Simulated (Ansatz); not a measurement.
Isolated molecules relaxed with PBE0-D4/def2-TZVP in Ansatz; ΔE leaves out vibrations. CBS: MP2 limit from def2 TZ/QZ plus the TZ coupled-cluster correction, frozen cores. This one scheme is used for every species. Functionals use def2-TZVPP. B3LYP here is the variant with VWN-RPA as its local correlation; programs differ in this. One conformer a species, not always the lowest.

Reaction (formal exchange of groups at the Si–O bond): `N[SiH](O)O` + `C#C[SiH2]N` → `N[SiH2]C#C[SiH](N)O` + H₂O

```
             level  ΔE (kcal/mol)  difference from CCSD(T)/CBS
            PBE-D4           14.6                         -1.9
         r2SCAN-D4           16.9                          0.4
           PBE0-D4           15.4                         -1.1
          B3LYP-D4           16.6                          0.1
           ωB97X-V           17.4                          0.9
           ωB97M-V           17.5                          1.0
            B2PLYP           17.6                          1.1
               PBE           15.4                         -1.1
            r2SCAN           17.2                          0.7
              PBE0           16.2                         -0.3
             B3LYP           17.9                          1.4
     HF/def2-TZVPP           20.0                          3.5
    MP2/def2-TZVPP           16.4                         -0.1
SCS-MP2/def2-TZVPP           17.0                          0.5
   CCSD/def2-TZVPP           17.6                          1.1
CCSD(T)/def2-TZVPP           16.9                          0.4
     HF/def2-QZVPP           20.1                          3.6
    MP2/def2-QZVPP           16.1                         -0.4
SCS-MP2/def2-QZVPP           16.8                          0.3
      HF/CBS(def2)           20.2                          3.7
     MP2/CBS(def2)           15.9                         -0.6
    CCSD/CBS(def2)           17.1                          0.6
       CCSD(T)/CBS           16.5                            0
```

Largest T1 diagnostic among the species: 0.012.

From PBE to PBE0 (25 % exact exchange), in def2-TZVPP and without D4, ΔE moves by +0.7 kcal/mol. The D4 term adds −1.2 kcal/mol with B3LYP and −0.8 kcal/mol with PBE0; it sums over pairs of atoms, weighted by their polarisabilities, and B3LYP, whose exchange is more repulsive, gets the larger term.
